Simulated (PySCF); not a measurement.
## Shieldings and the share of exact exchange

Molecule: `BC#CCCl`, C3H4BCl.

Molfile (atoms numbered from 1):
```
C3H4BCl
     RDKit          3D

  9  8  0  0  0  0  0  0  0  0999 V2000
    1.6824    1.3533    0.2994 B   0  0  0  0  0  0  0  0  0  0  0  0
    0.5846    0.4666   -0.2143 C   0  0  0  0  0  0  0  0  0  0  0  0
   -0.3120   -0.2540   -0.6336 C   0  0  0  0  0  0  0  0  0  0  0  0
   -1.3579   -1.1172   -1.1196 C   0  0  0  0  0  0  0  0  0  0  0  0
   -2.6780   -0.2529   -1.9755 Cl  0  0  0  0  0  0  0  0  0  0  0  0
    2.6205    0.8718    0.8873 H   0  0  0  0  0  0  0  0  0  0  0  0
    1.6267    2.5461    0.1245 H   0  0  0  0  0  0  0  0  0  0  0  0
   -1.8154   -1.6664   -0.2831 H   0  0  0  0  0  0  0  0  0  0  0  0
   -0.9441   -1.8584   -1.8196 H   0  0  0  0  0  0  0  0  0  0  0  0
  1  2  1  0
  2  3  3  0
  3  4  1  0
  4  5  1  0
  1  6  1  0
  1  7  1  0
  4  8  1  0
  4  9  1  0
M  END
```

GIAO shieldings (ppm, equivalent atoms averaged) in PySCF 2.14 on the PBE0-D3(BJ)/def2-SVP geometry, basis pcSseg-2, gas phase, non-relativistic:

```csv
functional,exact exchange (%),σ(B1),σ(C3),σ(C2),σ(C4)
BLYP,0,24.7,14.4,59.1,134.4
BP86,0,26.6,18.1,62.2,138.8
PBE,0,24.5,16.7,61.5,139.2
B3LYP,20,28.9,20.0,68.6,140.5
PBE0,25,30.5,24.2,73.7,146.3
BHandHLYP,50,36.3,26.7,81.1,148.3
HF,100,51.9,35.2,100.1,159.6
```

**Question.** Fit each shielding as a line in the percentage of exact exchange.

**Answer.** σ(B1) = 24.6 + 0.26 x (rms 1.1 ppm); σ(C3) = 16.9 + 0.19 x (rms 1.5 ppm); σ(C2) = 61.4 + 0.39 x (rms 1.4 ppm); σ(C4) = 137.7 + 0.22 x (rms 2.0 ppm). The functionals also differ in their semilocal parts, which the line can't hold; Hartree–Fock has no correlation at all.

**Question.** What does the line predict for mPW1PW91 (25 %), and what does the run give?

**Answer.** σ(B1): 31.1 predicted, 31.3 computed; σ(C3): 21.6 predicted, 24.5 computed; σ(C2): 71.2 predicted, 73.5 computed; σ(C4): 143.2 predicted, 145.3 computed ppm.
